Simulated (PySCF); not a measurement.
**Frontier levels across methods**

Species: C4H9ClO2S.
Cartesian coordinates in Å at the PBE0-D3(BJ)/def2-SVP level; atoms count from 1:
```
atom  x, y, z in Å
C1     5.7811    3.8390    6.0402
C2     5.7382    4.3758    4.6195
C3     4.3881    4.1109    3.9500
C4     6.8973    3.9003    3.7598
S5     5.8004    6.2143    4.7030
O6     5.8764    6.7579    3.3617
O7     4.8137    6.6915    5.6507
Cl8    7.6877    6.5449    5.6000
H9     5.6813    2.7435    6.0026
H10    4.9574    4.2453    6.6429
H11    6.7329    4.0824    6.5324
H12    4.2548    3.0221    3.8632
H13    4.3486    4.5482    2.9426
H14    3.5591    4.5152    4.5478
H15    6.8179    2.8090    3.6399
H16    7.8646    4.1275    4.2284
H17    6.8686    4.3640    2.7641
```

Basis pcSseg-1 throughout (PySCF), one geometry. Isolated species at its PBE0-D3(BJ)/def2-SVP geometry, gas phase.

Question: How do the orbital energies, the gap and the dipole change with the method?

Answer: 
| method | kind | HOMO (eV) | LUMO (eV) | gap (eV) | μ (D) | SCF cycles |
| --- | --- | --- | --- | --- | --- | --- |
| BLYP | GGA | -7.23 | -2.60 | 4.63 | 4.39 | 17 |
| OPBE | GGA | -7.39 | -2.60 | 4.79 | 4.42 | 18 |
| B97-D | GGA | -7.41 | -2.71 | 4.70 | 4.49 | 17 |
| LDA | LDA | -7.59 | -2.97 | 4.63 | 4.53 | 16 |
| CAM-B3LYP | range-separated hybrid | -10.36 | -0.76 | 9.60 | 4.72 | 14 |
| LC-wPBE | range-separated hybrid | -11.69 | 0.40 | 12.08 | 4.77 | 14 |

The HOMO spans 4.46 eV, from BLYP down to LC-wPBE, and the gap runs from 4.63 eV (BLYP) to 12.08 eV (LC-wPBE). The dipole ranges from 4.39 D (BLYP) to 4.77 D (LC-wPBE). This basis has no diffuse functions.
